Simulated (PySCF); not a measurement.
aminosilylimino(oxo)methane (CH4N2OSi), SMILES N[SiH2]N=C=O.

Coordinates come from a PBE0-D3(BJ)/def2-SVP optimisation. One conformer was computed; it need not be the lowest.

These are PBE/def2-TZVP (PySCF) values and carry that method's errors.

Symmetry labels are those of the subgroup Cs that the program uses (full group Cs).

### Question
List the valence orbital energies around the gap with their symmetry. (Estimate from the structure and the level; the computed values follow.)

### Answer

```json
[
 {"orbital": "HOMO−7", "symmetry": "A'", "energy (eV)": "-11.70"},
 {"orbital": "HOMO−6", "symmetry": "A'", "energy (eV)": "-11.20"},
 {"orbital": "HOMO−5", "symmetry": "A\"", "energy (eV)": "-11.18"},
 {"orbital": "HOMO−4", "symmetry": "A'", "energy (eV)": "-9.66"},
 {"orbital": "HOMO−3", "symmetry": "A\"", "energy (eV)": "-8.81"},
 {"orbital": "HOMO−2", "symmetry": "A'", "energy (eV)": "-7.41"},
 {"orbital": "HOMO−1", "symmetry": "A\"", "energy (eV)": "-7.03"},
 {"orbital": "HOMO", "symmetry": "A'", "energy (eV)": "-6.58"},
 {"orbital": "LUMO", "symmetry": "A'", "energy (eV)": "-0.75"},
 {"orbital": "LUMO+1", "symmetry": "A\"", "energy (eV)": "-0.02"},
 {"orbital": "LUMO+2", "symmetry": "A'", "energy (eV)": "0.15"},
 {"orbital": "LUMO+3", "symmetry": "A'", "energy (eV)": "0.60"}
]
```
